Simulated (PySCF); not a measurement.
H5Si2, charge +1, multiplicity 1. Atoms are numbered in the order given.

```xyz
7

Si     1.1901    -0.0164     0.0000
Si    -1.1574    -0.0024     0.0000
H      2.0130     0.0376    -1.2279
H      2.0130     0.0376     1.2279
H     -1.3239     1.4771     0.0000
H     -1.5803    -0.6450    -1.2590
H     -1.5803    -0.6450     1.2590
```
Charge +1, spin multiplicity 1.

Geometry: r2SCAN-D4/def2-TZVP. The spin state was assumed, not searched. The isomer is the one that the SMILES or the coordinates give; other isomers of the formula were not compared.

Level of theory: TDA-PBE/def2-SVPD (PySCF 2.14.0).

Vertical excitations. The molecule is in vacuum. State labels are in the subgroup Cs.

Problem. Estimate the UV-visible absorptions. (Estimate from the structure and the level; the computed values follow.)

Solution. 
| state | symmetry | energy (eV) | λ (nm) | f | main pairs |
|---|---|---|---|---|---|
| S1 | A' | 3.63 | 342 | 0.007 | HOMO→LUMO 95 % |
| S2 | A" | 3.84 | 323 | 0.002 | HOMO−1→LUMO 99 % |
| S3 | A' | 4.52 | 275 | 0.071 | HOMO−2→LUMO 92 % |
| S4 | A" | 5.04 | 246 | 0.000 | HOMO−3→LUMO 100 % |
| S5 | A" | 7.75 | 160 | 0.021 | HOMO→LUMO+2 67 %, HOMO−2→LUMO+2 14 %, HOMO−1→LUMO+1 12 % |
| S6 | A' | 7.77 | 160 | 0.103 | HOMO→LUMO+1 56 %, HOMO−1→LUMO+2 24 %, HOMO−2→LUMO+1 9 % |
| S7 | A" | 7.86 | 158 | 0.002 | HOMO−1→LUMO+1 86 % |
| S8 | A' | 7.97 | 156 | 0.004 | HOMO−2→LUMO+1 80 %, HOMO−1→LUMO+2 17 % |
| S9 | A" | 8.23 | 151 | 0.021 | HOMO−2→LUMO+2 77 % |
| S10 | A' | 8.28 | 150 | 0.029 | HOMO−4→LUMO 85 % |
| T1 | A' | 2.80 | 442 | 0 | HOMO→LUMO 100 % |
| T2 | A" | 3.67 | 338 | 0 | HOMO−1→LUMO 98 % |
| T3 | A' | 3.74 | 331 | 0 | HOMO−2→LUMO 100 % |
| T4 | A" | 4.44 | 279 | 0 | HOMO−3→LUMO 98 % |
Triplets are in the Tamm–Dancoff approximation.
